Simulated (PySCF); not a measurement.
Hf(F)2(SH)2 (F₂H₂HfS₂), SMILES [F][Hf]([F])([SH])[SH], multiplicity 1.

Geometry optimised at B3LYP-D3(BJ)/def2-SVP. The geometry has at least one imaginary mode, so it is a saddle point at that level. The spin state was assumed, not searched. The structure was generated by enumeration; whether it is a known compound was not checked. The def2 effective core potentials stand for the cores of Hf; spin–orbit coupling is left out. One conformer was computed; it need not be the lowest.

Calculation: B3LYP-D3(BJ)/def2-SVP (PySCF).

Frequencies are harmonic and unscaled.

```tsv
mode	ν (cm⁻¹)	IR (km/mol)	Raman (Å⁴/amu)	depolarisation	moving atoms (share of kinetic energy)
1	170i	0.0	4.3	0.75	H 94 %
2	91i	47.8	0.0	–	H 98 %
3	81	1.3	1.6	0.74	S 81 %, Hf 13 %
4	108	6.8	0.7	0.75	F 40 %, S 36 %, Hf 22 %
5	135	0.0	1.5	0.75	F 70 %, S 28 %
6	136	10.5	0.1	0.75	F 70 %, S 16 %, Hf 11 %
7	165	9.4	0.7	0.49	F 92 %
8	346	17.5	17.8	0.10	S 77 %, H 12 %, Hf 10 %
9	366	66.1	2.4	0.75	S 72 %, Hf 24 %
10	477	45.5	0.2	0.75	H 93 %
11	492	0.0	16.8	0.72	H 85 %, S 13 %
12	663	95.5	0.3	0.75	F 87 %, Hf 13 %
13	668	94.9	7.6	0.07	F 91 %
14	2646	5.5	81.5	0.75	H 97 %
15	2646	0.1	206.3	0.16	H 97 %
```
